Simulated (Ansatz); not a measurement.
`[NH2][In]([F])[SH]`, charge 0, multiplicity 1.

(1) Give a relaxed structure at PBE0-D4/def2-TZVP (Ansatz). (Estimate.)

## Answers

(1) Ansatz gave: 
Z-matrix (Å, degrees):
```
N
In 1 2.006
H 1 1.010 2 116.7
H 1 1.011 2 114.0 3 -128.8
F 2 1.950 1 112.9 3 153.2
S 2 2.358 1 133.0 3 -33.9
H 6 1.344 2 93.1 1 5.0
```
